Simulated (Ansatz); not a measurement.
`[SiH3][GeH]([Cl])[BH]Cl` → `[SiH3][GeH2][B](Cl)Cl`  (isomerisation)

Computed with Ansatz on PBE0-D4/def2-TZVP structures; ΔE is electronic, products minus reactants. CCSD(T)/CBS is the MP2 limit (def2-TZVPP, def2-QZVPP) plus CCSD(T) − MP2 in def2-TZVPP, frozen cores. Functionals use def2-TZVPP. B3LYP here is the variant with VWN-RPA as its local correlation; programs differ in this. For Ge outer-core shells are correlated without core-valence functions, which leaves a few kJ/mol of doubt a bond. Scalar relativity is left out up to krypton. One conformer a species, not always the lowest.

(1) Is it downhill or uphill in electronic energy at CCSD(T)/CBS, and by how much? (Best estimate.)

(2) What do these levels give: PBE-D4, r2SCAN-D4, PBE0-D4, B3LYP-D4, ωB97X-V, r2SCAN, PBE0, HF/def2-TZVPP, MP2/def2-TZVPP, CCSD/def2-TZVPP, CCSD(T)/def2-TZVPP, HF/def2-QZVPP? (An estimate is asked.)

Largest T1 diagnostic among the species: 0.013.

## Answers

(1) Computed: Downhill: ΔE = -0.22 eV.

(2) The calculation gave: PBE-D4 -0.27, r2SCAN-D4 -0.25, PBE0-D4 -0.24, B3LYP-D4 -0.18, ωB97X-V -0.19, r2SCAN -0.25, PBE0 -0.23, HF/def2-TZVPP -0.02, MP2/def2-TZVPP -0.25, CCSD/def2-TZVPP -0.19, CCSD(T)/def2-TZVPP -0.22, HF/def2-QZVPP -0.01 eV.

From PBE to PBE0 (25 % exact exchange), in def2-TZVPP and without D4, ΔE moves by +0.03 eV. In def2-TZVPP, CCSD(T) changes the Hartree–Fock value by −0.21 eV (the triples alone add −0.03 eV) and MP2 by −0.24 eV.
